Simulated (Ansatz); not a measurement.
Harmonic frequencies (cm⁻¹) at PBE0-D4/def2-TZVP from Ansatz: 144, 144, 202, 386, 626, 626.

Problem. Which molecule is it?
A. `[SH][AlH][SH]`
B. `[Cl][Al]([Cl])[Cl]`
C. `[OH][AlH][SH]`
D. `[F][Al]([F])[SH]`

Solution. B.
